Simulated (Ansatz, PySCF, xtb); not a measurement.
Reaction R1 → P1 + P2, each structure at its B3LYP-D3(BJ)/def2-TZVP stationary point, reached from a drawn start (curvature not checked).
R1, Ge2H6 (SMILES [GeH3][GeH3]) (charge 0, multiplicity 1):
```xyz
8

Ge     0.015    -0.920     0.797
Ge    -0.015     0.920    -0.797
H      0.662    -0.474     2.120
H      0.821    -2.105     0.235
H     -1.417    -1.400     1.091
H      1.417     1.400    -1.091
H     -0.821     2.105    -0.235
H     -0.662     0.474    -2.120
```
P1, GeH4 (SMILES [GeH4]) (charge 0, multiplicity 1):
```xyz
5

Ge     0.0000     0.0000     0.0000
H     -0.4944    -1.3823    -0.4513
H      0.4730     0.7990    -1.2234
H      1.1676    -0.1698     0.9832
H     -1.1461     0.7531     0.6914
```
P2: GeH2 (SMILES [GeH2]), charge 0, multiplicity 1.

| level | reaction energy (kcal/mol) | minus CCSD(T)/CBS(cc-pVTZ, cc-pVQZ) |
|---|---|---|
| GFN2-xTB | 19.67 | -27.09 |
| PBE/def2-TZVPP | 47.10 | 0.33 |
| PBE-D4/def2-TZVPP | 48.53 | 1.77 |
| revPBE/def2-TZVPP | 43.13 | -3.64 |
| revPBE-D3(BJ)/def2-TZVPP | 45.93 | -0.83 |
| revPBE-D4/def2-TZVPP | 45.90 | -0.86 |
| r2SCAN/def2-TZVPP | 51.14 | 4.38 |
| B3LYP/def2-TZVPP | 42.10 | -4.66 |
| B3LYP-D4/def2-TZVPP | 44.43 | -2.34 |
| PBE0-D3(BJ)/def2-TZVPP | 50.58 | 3.82 |
| wB97X-V/def2-TZVPP | 48.79 | 2.03 |
| wB97M-V/def2-TZVPP | 45.74 | -1.02 |
| CCSD(T)/cc-pVQZ | 45.90 | -0.86 |
| CCSD(T)/CBS(cc-pVTZ, cc-pVQZ) | 46.76 | 0.00 |

 The comparison column counts from a level with limits of its own.

P less R. No zero-point or thermal terms; no spin–orbit coupling.

Cores are frozen in the correlated methods. In cc and def2 sets filled d and f shells under p-block atoms count as core. CBS: X⁻³ extrapolation of the correlation energy, Hartree–Fock from the larger set.

Codes used: Ansatz (an electronic-structure program); PySCF for the D3/D4 terms; xtb for the GFN methods. No computed number here is a measurement.
